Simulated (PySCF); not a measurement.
CH4Se2, SMILES [SeH][Se]C.

Geometry: B3LYP-D3(BJ)/def2-SVP. One conformer was computed; it need not be the lowest.

Two levels are set side by side: PBE/def2-TZVPD (PySCF) and ωB97X/def2-TZVPD (PySCF). Same geometry, gas phase. Differences are taken from unrounded values.

```json
[
 {"quantity": "orbital gap (eV)", "ωB97X": "9.38", "PBE": "3.13", "PBE minus ωB97X": "-6.24"},
 {"quantity": "highest occupied level (eV)", "ωB97X": "-8.99", "PBE": "-5.57", "PBE minus ωB97X": "3.41"},
 {"quantity": "lowest empty level (eV)", "ωB97X": "0.39", "PBE": "-2.44", "PBE minus ωB97X": "-2.83"},
 {"quantity": "dipole moment (D)", "ωB97X": "1.59", "PBE": "1.51", "PBE minus ωB97X": "-0.08"},
 {"quantity": "mean polarisability (bohr³)", "ωB97X": "73.3", "PBE": "76.2", "PBE minus ωB97X": "2.9"}
]
```

PBE's occupied levels lie high since its potential decays too fast outside the molecule; exact exchange lowers them and widens the gap. Loosely held outer electrons make PBE densities more polarisable. Differences between two approximate levels are no errors against the true value.

Rough cost on one machine, each run with all the roots and properties that it gave: ωB97X against PBE within a factor of 2.
